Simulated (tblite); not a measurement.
C8H10Ge.
Structure used (GFN2-xTB), in Å, numbered top down from 1:
```xyz
19
C8H10Ge angstrom
C     -0.164    3.217   -0.435
C      0.225    2.083   -0.332
C      0.717    0.782   -0.201
C     -0.034   -0.339   -0.328
C     -1.509   -0.342   -0.583
C     -2.274   -0.570    0.723
C      0.656   -1.611   -0.152
C      1.968   -1.601    0.116
Ge     2.571    0.252    0.192
H     -0.509    4.204   -0.527
H     -1.757   -1.140   -1.290
H     -1.810    0.613   -1.017
H     -3.345   -0.591    0.538
H     -1.981   -1.513    1.180
H     -2.057    0.233    1.425
H      0.078   -2.521   -0.251
H      2.537   -2.504    0.252
H      3.094    0.706    1.525
H      3.582    0.650   -0.845
```

Level: GFN2-xTB in tblite, geometry and Hessian alike; calculated harmonic values, unscaled, isolated species. The method is semi-empirical: single wavenumbers can be off by several per cent or more. Modes of hydrogen on germanium can be 10 to 20 % off. One conformer, not necessarily the lowest.

Harmonic wavenumbers (cm⁻¹): 45.3, 83.4, 114.3, 133.9, 199.6, 214.5, 283.4, 306.6, 344.5, 365.9, 370.4, 477.8, 486.6, 530.7, 545.6, 580.9, 603.8, 638.7, 649.4, 717.6, 758.8, 822.2, 825.4, 873.6, 911.3, 1012.7, 1061.2, 1075.7, 1086.1, 1180.7, 1211.3, 1247.1, 1308.1, 1321.2, 1408.2, 1478.4, 1498.8, 1504.1, 1534.4, 1606.1, 1951.3, 2011.7, 2222.0, 2956.5, 2985.6, 3028.5, 3031.9, 3036.2, 3044.0, 3091.0, 3393.5.

A = 1619, B = 948.4, C = 635.3 MHz; mass 179.999 u (most abundant isotopes); point group C1, symmetry number 1.

Q: What is the zero-point energy?

A: ½Σν̃ = 31085 cm⁻¹ = 371.86 kJ/mol.

Q: Give the ideal-gas entropy at 500 K and 1 bar in the rigid-rotor, harmonic-oscillator model (classical rotation).

A: Translation 184.37, rotation 132.71, vibration 225.13: S = 542.2 J/(mol K).

Q: And Cp and H(500 K) − H(0)?

A: Cp = 254.11 J/(mol K), of which vibrations give 220.86 (their classical limit is 51 R = 424.0); H(500 K) − H(0) = 75.45 kJ/mol without the zero-point energy, 58.83 from vibrations.

Q: What must be added to the electronic energy to get the Gibbs energy at 500 K and 1 bar?

A: ZPE + [H(500 K) − H(0)] − T·S = 371.86 + 75.45 − 271.11 = 176.20 kJ/mol.

Q: How do the functions run with temperature in this model?

A: 
```json
{"T (K)": "50", "S (J/(mol K))": "252.6", "Cp (J/(mol K))": "54.0", "H − H(0) (kJ/mol)": "2.07", "G − H(0) (kJ/mol)": "-10.56", "ln q(vib)": "0.48"}
{"T (K)": "100", "S (J/(mol K))": "297.9", "Cp (J/(mol K))": "79.7", "H − H(0) (kJ/mol)": "5.41", "G − H(0) (kJ/mol)": "-24.38", "ln q(vib)": "1.62"}
{"T (K)": "298.15", "S (J/(mol K))": "430.8", "Cp (J/(mol K))": "178.7", "H − H(0) (kJ/mol)": "31.28", "G − H(0) (kJ/mol)": "-97.15", "ln q(vib)": "7.12"}
{"T (K)": "373.15", "S (J/(mol K))": "474.3", "Cp (J/(mol K))": "210.2", "H − H(0) (kJ/mol)": "45.89", "G − H(0) (kJ/mol)": "-131.10", "ln q(vib)": "9.29"}
{"T (K)": "750", "S (J/(mol K))": "657.6", "Cp (J/(mol K))": "314.5", "H − H(0) (kJ/mol)": "147.11", "G − H(0) (kJ/mol)": "-346.09", "ln q(vib)": "19.74"}
{"T (K)": "1000", "S (J/(mol K))": "753.8", "Cp (J/(mol K))": "353.5", "H − H(0) (kJ/mol)": "230.94", "G − H(0) (kJ/mol)": "-522.86", "ln q(vib)": "25.98"}
```

q(vib) and H(0) count from the zero-point level.

Q: Blend soft modes into free rotors: weight 1/[1 + (100 cm⁻¹/ν̃)⁴] for the oscillator and the rest for a rotor with moment μB/(μ + B), μ = h/(8π²ν), B = 10⁻⁴⁴ kg m². What vibrational entropy results?

A: 211.50 J/(mol K) in place of 225.13, which changes −T·S at 500 K by +6.82 kJ/mol.

Q: Which modes carry the vibrational entropy at 500 K?

A: 45.3 cm⁻¹: 25.26; 83.4 cm⁻¹: 20.20; 114.3 cm⁻¹: 17.60; 133.9 cm⁻¹: 16.30; 199.6 cm⁻¹: 13.04; 214.5 cm⁻¹: 12.46 J/(mol K); the other 45 give 120.28 together.

Hindered rotation and anharmonicity are outside this model. Other conformers, if any are populated, would add a mixing term that is left out. The structure is chiral; the term R ln 2 for an equal mix with its mirror image is left out.
